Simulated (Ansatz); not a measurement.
Isolated molecules relaxed with PBE0-D4/def2-TZVP in Ansatz; ΔE leaves out vibrations. CCSD(T)/CBS is the MP2 limit (def2-TZVPP, def2-QZVPP) plus CCSD(T) − MP2 in def2-TZVPP, frozen cores. This one scheme is used for every species. Functionals use def2-TZVPP. B3LYP here is the variant with VWN-RPA as its local correlation; programs differ in this. HSE06 is defined as in plane-wave codes. def2 core potentials past Kr. For I outer-core shells are correlated without core-valence functions, which leaves a few kJ/mol of doubt a bond. One conformer a species, not always the lowest.

Reaction (formal exchange of groups at the Si–I bond): `Cl[SiH](Cl)I` + `F[SiH](F)Cl` → `F[Si](F)(Cl)[SiH](Cl)Cl` + HI

```csv
level,ΔE (kJ/mol),difference from CCSD(T)/CBS
PBE0-D4,87.7,-13.1
r2SCAN0-D4,96.5,-4.3
BHLYP-D4,94.2,-6.6
CAM-B3LYP-D4,87.7,-13.1
ωB97M-V,97.0,-3.8
revPBE,86.3,-14.5
B3LYP,92.6,-8.2
r2SCANh,96.2,-4.6
HSE06,92.2,-8.6
HF/def2-SVP,100.5,-0.3
CCSD(T)/def2-SVP,89.3,-11.5
SCS-MP2/def2-TZVPP,104.5,3.7
CCSD/def2-TZVPP,93.8,-7.0
MP2/def2-QZVPP,113.5,12.7
MP2/CBS(def2),116.4,15.6
CCSD/CBS(def2),101.5,0.7
CCSD(T)/CBS,100.8,0
```

Largest T1 diagnostic among the species: 0.011.

From BLYP to BHLYP (50 % exact exchange), in def2-TZVPP and without D4, ΔE moves by +10.8 kJ/mol. At CCSD(T), def2-SVP lies −11.5 kJ/mol from the extrapolated value and def2-TZVPP −7.8 kJ/mol. Leaving LDA and LC-ωPBE aside and taking each functional with its dispersion term where it has one, the values, not all of them listed here, spread over 22.0 kJ/mol, from revPBE-D4 to PBE-QIDH.
